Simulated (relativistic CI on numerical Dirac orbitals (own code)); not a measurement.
## Electric-dipole transitions in Eu XLII

These numbers are calculated, not measured: Dirac-Coulomb-Breit CI, orbitals from a KLI potential per configuration, model QED (radiative potential, 1s self-energy scaled to tabulated hydrogen-like ionisation energies), unscaled Slater integrals (own radial code, finite nucleus).

CI space (outside the closed core [Ne]): 3s²3p⁶3d⁴, 3s²3p⁵3d⁵, 3s3p⁶3d⁵, 3s²3p⁶3d³4s, 3s²3p⁶3d³4p, 3s²3p⁶3d³4d, 3s²3p⁵3d⁴4s, 3s²3p⁶3d³4f, 3s3p⁶3d⁴4s, 3p⁶3d⁵4p, 3p⁶3d⁶, 3p⁵3d⁷, 3p⁵3d⁶4s, 3p⁶3d⁵4s, 3p⁵3d⁵4s², 3s²3p⁶3d²4s², 3s²3p⁶3d4s²4p, 3s²3p⁶3d4s²4d. Double excitations out of closed p, d and f shells are left out; levels of such configurations are missing from the list, as are those of other unlisted configurations, and high levels can miss mixing partners.

```
λ vac (Å)               Lower                 Upper   A (s⁻¹)  log gf  S velocity/length
   28.989   3s²3p⁶3d⁴ ³F4 [3]  3s²3p⁵3d⁵ ³D°3 [176]  1.85e+12    0.21               0.72
   29.246   3s²3p⁶3d⁴ ⁵D3 [5]  3s²3p⁵3d⁵ ³D°3 [176]  7.11e+11   -0.20               0.73
   29.626   3s²3p⁶3d⁴ ⁵D2 [4]  3s²3p⁵3d⁵ ⁵P°2 [174]  1.00e+12   -0.18               0.73
   29.871   3s²3p⁶3d⁴ ⁵D3 [5]  3s²3p⁵3d⁵ ⁵P°2 [174]  1.01e+12   -0.17               0.72
   30.129  3s²3p⁶3d⁴ ³G4 [13]  3s²3p⁵3d⁵ ³G°4 [186]  9.90e+11    0.08               0.74
   30.358  3s²3p⁶3d⁴ ³H5 [10]  3s²3p⁵3d⁵ ³H°5 [180]  7.48e+11    0.06               0.74
   30.394  3s²3p⁶3d⁴ ³H5 [10]  3s²3p⁵3d⁵ ³G°4 [179]  7.18e+11   -0.05               0.71
   30.402  3s²3p⁶3d⁴ ³H6 [11]  3s²3p⁵3d⁵ ³H°6 [181]  1.22e+12    0.34               0.74
   39.337  3s²3p⁶3d⁴ ¹I6 [23]  3s²3p⁵3d⁵ ¹H°5 [159]  7.69e+11    0.29               0.64
   39.415   3s²3p⁶3d⁴ ³F4 [3]   3s²3p⁵3d⁵ ³F°3 [91]  3.43e+11   -0.25               0.67
   39.422  3s²3p⁶3d⁴ ³H6 [11]  3s²3p⁵3d⁵ ³G°5 [129]  5.98e+11    0.19               0.64
   39.625   3s²3p⁶3d⁴ ⁵D3 [5]   3s²3p⁵3d⁵ ³D°2 [93]  6.00e+11   -0.15               0.67
   39.671   3s²3p⁶3d⁴ ³F4 [3]   3s²3p⁵3d⁵ ³F°4 [86]  8.81e+11    0.27               0.68
   39.865   3s²3p⁶3d⁴ ⁵D4 [7]  3s²3p⁵3d⁵ ³G°4 [114]  4.36e+11   -0.03               0.68
   39.892   3s²3p⁶3d⁴ ⁵D3 [5]   3s²3p⁵3d⁵ ³F°3 [91]  4.77e+11   -0.10               0.69
   40.240   3s²3p⁶3d⁴ ³P0 [1]   3s²3p⁵3d⁵ ³D°1 [47]  8.48e+11   -0.21               0.69
   40.640  3s²3p⁶3d⁴ ³H5 [10]  3s²3p⁵3d⁵ ³G°5 [112]  5.28e+11    0.16               0.67
   40.886   3s²3p⁶3d⁴ ⁵D2 [4]   3s²3p⁵3d⁵ ⁵F°2 [74]  4.72e+11   -0.23               0.68
   40.890  3s²3p⁶3d⁴ ³H6 [11]  3s²3p⁵3d⁵ ³H°6 [113]  6.27e+11    0.31               0.67
   41.517   3s²3p⁶3d⁴ ⁵D3 [5]   3s²3p⁵3d⁵ ³G°4 [73]  3.76e+11   -0.06               0.70
```

Terms are leading LS components. Brackets give the number of a level in order of energy, since labels repeat. The list gives strong lines, with weight on those to low levels, among the lowest 200 of 2375 levels, so that lines to higher ones, which can be the strongest, are missing. Levels whose partners in the same complex of configurations lie outside the list can be far off, and so can their lines. Rates are taken at the computed energies, electric ones in the length gauge. A velocity-to-length ratio far from 1 marks an uncertain rate.

At this charge energies of transitions that change n are usually good to better than 1 %, and those within a shell (Δn = 0) to a few per cent.

LS names give the leading component of a level, which can be under half, so a name can repeat, a term be missing and a line seem to break the LS rules.
